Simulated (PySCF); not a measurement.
Dipole response of As (arsenic, neutral)

[Ar] 3d10 4s2 4p3, high-spin 4S determinant. Calculation: PySCF 2.14, in x2c-QZVPPall with one added diffuse shell each of s, p, d, f type (12s9p6d5f1g, 113 functions); scalar relativity by spin-free X2C-1e. Coupled (time-dependent) response in atomic units; α is the mean over directions.

| method | mean α (bohr³) | C₆ (like pair) | S(−4) |
| --- | --- | --- | --- |
| CAM-B3LYP | 31.24 | 264.0 | 308.3 |

S(−4) is the Cauchy moment in α(ω) = α(0) + S(−4) ω² + …

Reference α: 30 ± 1 bohr³ (recommended; Schwerdtfeger and Nagle, table of static dipole polarizabilities (2023 update)). Published C₆: 246.0 (Chu and Dalgarno (2004); Tang, Norbeck and Certain (1976)).

α(iu) at CAM-B3LYP:

| u (hartree) | α(iu) (bohr³) |
| --- | --- |
| 0 | 31.24 |
| 0.0500 | 30.49 |
| 0.100 | 28.52 |
| 0.200 | 23.04 |
| 0.300 | 17.90 |
| 0.500 | 10.97 |
| 0.750 | 6.575 |
| 1.00 | 4.370 |
| 1.50 | 2.386 |
| 2.00 | 1.552 |
| 3.00 | 0.8590 |
| 5.00 | 0.4154 |

A single London oscillator, α(iu) = α/(1 + u²/ω²), gives C₆ = (3/4) ω α². Matching the computed C₆ needs ω = 4 × 264.0 / (3 × 31.24²) = 0.361 hartree.
